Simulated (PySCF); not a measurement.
AlBHN (calculated)

Computed with PySCF 2.14.0. Calculation on a computer-drawn molecule: vertical ionisation energy to the stated ion spin, frozen-core CCSD(T) at the basis limit and cheaper methods, single-reference cases, UHF for radicals, no spin-orbit; all values are single points at the evaluated structure, the first of each entry, which is the reference or a displaced copy of it and isn't optimised; the reference structure only sets the zero of the energies above reference; triples share is (T) over the correlation energy.

Common to all runs: charge 0; multiplicity 1; ion multiplicity 2; diffuse functions no; basis cc-pV(n+d)Z; reference is the Hartree-Fock double-zeta minimum; best is HF at quadruple zeta + MP2 correlation extrapolated from triple and quadruple zeta + CCSD(T) minus MP2 at triple zeta; basis step is the size of the change from the same recipe one zeta lower.

(1) AlBHN

Evaluated structure:
```xyz
4
AlBHN
B     -0.2942     2.7503     1.4800
N      0.0034     2.2576     0.3468
Al     0.2690     1.6959    -1.3240
H     -0.6633     3.1224     2.4546
```

Reference structure:
```xyz
4
AlBHN
B     -0.3024     2.7105     1.4124
N      0.0113     2.2682     0.2838
Al     0.4621     1.6343    -1.3356
H     -0.5964     3.1247     2.4698
```

* ionisation energy best: 8.587 eV
* ionisation energy basis step: 0.01254 eV
* energy above reference best: 1.769 kcal/mol
* energy above reference basis step: 0.1473 kcal/mol
* ionisation energy Koopmans at triple zeta: 8.148 eV
* ionisation energy EOM CCSD at triple zeta: 8.499 eV
* total energy HF triple zeta: -321.7058 hartree
* total energy CCSD(T) triple zeta: -322.0832 hartree
* total energy best: -322.1306 hartree
* T1 diagnostic at triple zeta: 0.01735
* D1 diagnostic at triple zeta: 0.03607
* ion T1 diagnostic at triple zeta: 0.01759
* ion D1 diagnostic at triple zeta: 0.03895
* ion spin squared at triple zeta: 0.7536
* triples share at triple zeta: 0.04768
* basis functions triple zeta: 113
* dipole magnitude HF at triple zeta: 2.31 debye
* dipole magnitude CCSD unrelaxed at triple zeta: 1.416 debye
* dipole magnitude PBE at triple zeta: 1.457 debye
* dipole magnitude r2SCAN at triple zeta: 1.718 debye
* dipole magnitude B3LYP at triple zeta: 1.514 debye
* dipole magnitude wB97X at triple zeta: 1.78 debye

Drawn bonds:
| atom | other atom | order |
| --- | --- | --- |
| 1 | 2 | 2 |
| 2 | 3 | 1 |
| 1 | 4 | 1 |

Triple zeta:
| method | ionisation energy (eV) | energy above reference (kcal/mol) |
| --- | --- | --- |
| HF | 7.332 | 2.243 |
| PBE | 8.445 | 1.944 |
| r2SCAN | 8.265 | 1.796 |
| B3LYP | 8.548 | 1.837 |
| wB97X | 8.539 | 2.098 |
| MP2 | 8.262 | 1.526 |
| CCSD | 8.474 | 1.871 |
| CCSD(T) | 8.518 | 1.713 |

(2) AlBHN

Evaluated structure:
```xyz
4
AlBHN
B     -0.2942     2.7503     1.4800
N      0.0034     2.2576     0.3468
Al     0.2932     1.6448    -1.4759
H     -0.6633     3.1224     2.4546
```

Reference structure:
```xyz
4
AlBHN
B     -0.3024     2.7105     1.4124
N      0.0113     2.2682     0.2838
Al     0.4621     1.6343    -1.3356
H     -0.5964     3.1247     2.4698
```

* ionisation energy best: 9.006 eV
* ionisation energy basis step: 0.001087 eV
* energy above reference best: 5.272 kcal/mol
* energy above reference basis step: 0.4799 kcal/mol
* ionisation energy Koopmans at triple zeta: 8.632 eV
* ionisation energy EOM CCSD at triple zeta: 8.934 eV
* total energy HF triple zeta: -321.6973 hartree
* total energy CCSD(T) triple zeta: -322.0780 hartree
* total energy best: -322.1250 hartree
* T1 diagnostic at triple zeta: 0.01734
* D1 diagnostic at triple zeta: 0.03617
* ion T1 diagnostic at triple zeta: 0.0196
* ion D1 diagnostic at triple zeta: 0.04613
* ion spin squared at triple zeta: 0.7571
* triples share at triple zeta: 0.04868
* basis functions triple zeta: 113
* dipole magnitude HF at triple zeta: 0.9499 debye
* dipole magnitude CCSD unrelaxed at triple zeta: 0.1793 debye
* dipole magnitude PBE at triple zeta: 0.2809 debye
* dipole magnitude r2SCAN at triple zeta: 0.5085 debye
* dipole magnitude B3LYP at triple zeta: 0.2909 debye
* dipole magnitude wB97X at triple zeta: 0.4833 debye

Drawn bonds:
| atom | other atom | order |
| --- | --- | --- |
| 1 | 2 | 2 |
| 2 | 3 | 1 |
| 1 | 4 | 1 |

Triple zeta:
| method | ionisation energy (eV) | energy above reference (kcal/mol) |
| --- | --- | --- |
| HF | 7.815 | 7.534 |
| PBE | 8.83 | 4.556 |
| r2SCAN | 8.671 | 5.741 |
| B3LYP | 8.955 | 5.201 |
| wB97X | 8.958 | 6.242 |
| MP2 | 8.693 | 4.49 |
| CCSD | 8.904 | 5.507 |
| CCSD(T) | 8.932 | 5.015 |

(3) AlBHN

Evaluated structure:
```xyz
4
AlBHN
B     -0.2942     2.7503     1.4800
N      0.0034     2.2576     0.3468
Al     0.3403     1.5453    -1.7721
H     -0.6633     3.1224     2.4546
```

Reference structure:
```xyz
4
AlBHN
B     -0.3024     2.7105     1.4124
N      0.0113     2.2682     0.2838
Al     0.4621     1.6343    -1.3356
H     -0.5964     3.1247     2.4698
```

* ionisation energy best: 9.495 eV
* ionisation energy basis step: 0.04433 eV
* energy above reference best: 26.14 kcal/mol
* energy above reference basis step: 0.8567 kcal/mol
* ionisation energy Koopmans at triple zeta: 9.514 eV
* ionisation energy EOM CCSD at triple zeta: 9.401 eV
* total energy HF triple zeta: -321.6595 hartree
* total energy CCSD(T) triple zeta: -322.0451 hartree
* total energy best: -322.0917 hartree
* T1 diagnostic at triple zeta: 0.01791
* D1 diagnostic at triple zeta: 0.03686
* ion T1 diagnostic at triple zeta: 0.01716
* ion D1 diagnostic at triple zeta: 0.04352
* ion spin squared at triple zeta: 0.762
* triples share at triple zeta: 0.0505
* basis functions triple zeta: 113
* dipole magnitude HF at triple zeta: 1.943 debye
* dipole magnitude CCSD unrelaxed at triple zeta: 2.529 debye
* dipole magnitude PBE at triple zeta: 2.152 debye
* dipole magnitude r2SCAN at triple zeta: 1.98 debye
* dipole magnitude B3LYP at triple zeta: 2.295 debye
* dipole magnitude wB97X at triple zeta: 2.249 debye

Drawn bonds:
| atom | other atom | order |
| --- | --- | --- |
| 1 | 2 | 2 |
| 2 | 3 | 1 |
| 1 | 4 | 1 |

Triple zeta:
| method | ionisation energy (eV) | energy above reference (kcal/mol) |
| --- | --- | --- |
| HF | 7.504 | 31.27 |
| PBE | 9.176 | 23.39 |
| r2SCAN | 9.128 | 26.87 |
| B3LYP | 9.322 | 25.21 |
| wB97X | 9.185 | 27.59 |
| MP2 | 9.627 | 24.48 |
| CCSD | 9.133 | 26.74 |
| CCSD(T) | 9.349 | 25.66 |
